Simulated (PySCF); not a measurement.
Ligand exchange on a metal centre used in film growth or etching (Ta OH-NH2). All species are isolated molecules in the gas phase. One relaxed conformer stands for each flexible species; it need not be the lowest.

These are PBE-D3(BJ)/def2-TZVP // BP86-D3(BJ)/def2-SVP (PySCF) values and carry that method's errors. All candidates: neutral, multiplicity 1. 

The HOMO–LUMO gap is 5.08 eV and the LUMO is -1.82 eV. The HOMO is -6.91 eV.

Problem. Say which member has these values.
A. [Ta(OH)3(NH2)2]
B. [Ta(OH)5]
C. [Ta(OH)2(NH2)3]
D. [Ta(OH)(NH2)4]

Solution. B, [Ta(OH)5]. The others give [Ta(OH)3(NH2)2]: 3.91 eV, -1.55 eV, -5.46 eV; [Ta(OH)(NH2)4]: 3.69 eV, -1.42 eV, -5.11 eV; [Ta(OH)2(NH2)3]: 4.11 eV, -1.25 eV, -5.35 eV
